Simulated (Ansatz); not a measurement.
`C[NH][GeH]([F])[Cl]` + CH₃OH → `C[NH][GeH]([F])[O]C` + HCl  (ligand exchange at a Ge–Cl bond)

Calculated with Ansatz (gas phase, PBE0-D4/def2-TZVP geometries, no zero-point term in ΔE). CCSD(T)/CBS is the MP2 limit (def2-TZVPP, def2-QZVPP) plus CCSD(T) − MP2 in def2-TZVPP, frozen cores. This one scheme is used for every species. Functionals use def2-TZVPP. B3LYP here is the variant with VWN-RPA as its local correlation; programs differ in this. For Ge outer-core shells are correlated without core-valence functions, which leaves a few kJ/mol of doubt a bond. Scalar relativity is left out up to krypton. One conformer a species, not always the lowest.

| level | ΔE (kJ/mol) | difference from CCSD(T)/CBS |
| --- | --- | --- |
| PBE-D4 | 39.9 | 8.7 |
| r2SCAN-D4 | 37.0 | 5.8 |
| PBE0-D4 | 40.8 | 9.6 |
| B3LYP-D4 | 35.2 | 4.0 |
| ωB97X-V | 33.3 | 2.1 |
| ωB97M-V | 35.4 | 4.2 |
| B2PLYP | 33.7 | 2.5 |
| PBE | 41.4 | 10.2 |
| r2SCAN | 37.7 | 6.5 |
| PBE0 | 42.2 | 11.0 |
| B3LYP | 37.4 | 6.2 |
| HF/def2-TZVPP | 37.6 | 6.4 |
| MP2/def2-TZVPP | 30.7 | -0.5 |
| SCS-MP2/def2-TZVPP | 29.3 | -1.9 |
| CCSD/def2-TZVPP | 29.1 | -2.1 |
| CCSD(T)/def2-TZVPP | 28.6 | -2.6 |
| HF/def2-QZVPP | 37.1 | 5.9 |
| MP2/def2-QZVPP | 32.0 | 0.8 |
| SCS-MP2/def2-QZVPP | 30.8 | -0.4 |
| HF/CBS(def2) | 37.0 | 5.8 |
| MP2/CBS(def2) | 33.3 | 2.1 |
| CCSD/CBS(def2) | 31.7 | 0.5 |
| CCSD(T)/CBS | 31.2 | 0 |

Largest T1 diagnostic among the species: 0.011.

In def2-TZVPP, CCSD(T) changes the Hartree–Fock value by −9.0 kJ/mol (the triples alone add −0.5 kJ/mol) and MP2 by −6.9 kJ/mol.
